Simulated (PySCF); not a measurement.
Gas-phase reaction: 2 GaCl3 + 3 Br2 + 3 CCl2 → 2 GaBr3 + 3 CCl4

Energies from PySCF, thermal terms from the rigid-rotor harmonic-oscillator model, ideal gas at 1 bar. † marks an energy on the PBE0/def2-TZVP geometry and frequencies; other levels use their own. MP2 and CCSD(T) freeze the core. 6-31G* has spherical d functions here. All species are closed-shell singlets. B3LYP is the form with VWN-RPA correlation. Br, Ga: all electrons, no relativistic terms. MP2 isn't extrapolated to the basis-set limit. CCSD(T) isn't extrapolated to the basis-set limit. Warning, large T1 diagnostic: CCl2 (CCSD(T)/def2-SVP†).

```tsv
level	ΔH°(298 K), kJ
B3LYP/6-31G*	-731
CCSD(T)/def2-SVP†	-811
HF/6-31G*	(withheld)
M06-2X/def2-TZVP†	-809
MP2/def2-TZVPP†	-931
PBE/def2-SVP	(withheld)
PBE0/def2-QZVP†	(withheld)
PBE0/def2-TZVP	(withheld)
LDA/def2-TZVP†	-964
ωB97M-V/def2-TZVP†	-800
ωB97X-V/def2-TZVP†	-825
```

Task: Fill in the missing entries.

Result: 
- HF/6-31G*, ΔH°(298 K), kJ: -700
- PBE/def2-SVP, ΔH°(298 K), kJ: -800
- PBE0/def2-QZVP†, ΔH°(298 K), kJ: -793
- PBE0/def2-TZVP, ΔH°(298 K), kJ: -806
